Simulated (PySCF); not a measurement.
**Mg (magnesium, neutral) across methods**

[Ne] 3d2, high-spin 3F determinant (an excited configuration). Calculation: PySCF 2.14, in x2c-TZVPPall with one added diffuse shell each of s, p, d type (6s5p4d, 41 functions); scalar relativity by spin-free X2C-1e.

```json
{"method": "r2SCAN", "E (hartree)": "-199.8562", "mean ε 2p α (eV)": "-57.393", "mean ε 2p β (eV)": "-57.388", "mean ε 3d α (eV)": "-1.447", "Σ⟨r²⟩ (bohr²)": "98.96", "⟨S²⟩": "2.000"}
{"method": "BHandHLYP", "E (hartree)": "-199.8693", "mean ε 2p α (eV)": "-64.288", "mean ε 2p β (eV)": "-64.280", "mean ε 3d α (eV)": "-1.919", "Σ⟨r²⟩ (bohr²)": "101.7", "⟨S²⟩": "2.000"}
{"method": "BLYP", "E (hartree)": "-199.8942", "mean ε 2p α (eV)": "-55.787", "mean ε 2p β (eV)": "-55.785", "mean ε 3d α (eV)": "-1.341", "Σ⟨r²⟩ (bohr²)": "93.85", "⟨S²⟩": "2.000"}
{"method": "LDA", "E (hartree)": "-198.9240", "mean ε 2p α (eV)": "-56.127", "mean ε 2p β (eV)": "-56.113", "mean ε 3d α (eV)": "-1.453", "Σ⟨r²⟩ (bohr²)": "98.78", "⟨S²⟩": "2.000"}
{"method": "UHF", "E (hartree)": "-199.43100", "mean ε 2p α (eV)": "-71.778", "mean ε 2p β (eV)": "-71.776", "mean ε 3d α (eV)": "-2.428", "Σ⟨r²⟩ (bohr²)": "112.7", "⟨S²⟩": "2.000"}
{"method": "PBE", "E (hartree)": "-199.7663", "mean ε 2p α (eV)": "-55.778", "mean ε 2p β (eV)": "-55.762", "mean ε 3d α (eV)": "-1.476", "Σ⟨r²⟩ (bohr²)": "93.17", "⟨S²⟩": "2.000"}
{"method": "B3LYP", "E (hartree)": "-199.8987", "mean ε 2p α (eV)": "-59.349", "mean ε 2p β (eV)": "-59.344", "mean ε 3d α (eV)": "-1.695", "Σ⟨r²⟩ (bohr²)": "96.39", "⟨S²⟩": "2.000"}
```

Task: Estimate the same row for PBE0.

Result: E (hartree) = -199.7775; mean ε 2p α (eV) = -60.045; mean ε 2p β (eV) = -60.032; mean ε 3d α (eV) = -1.779; Σ⟨r²⟩ (bohr²) = 97.27; ⟨S²⟩ = 2.000.

The outer electron is Rydberg-like, and this basis confines it to a smaller radius and binds it less than a complete one would.
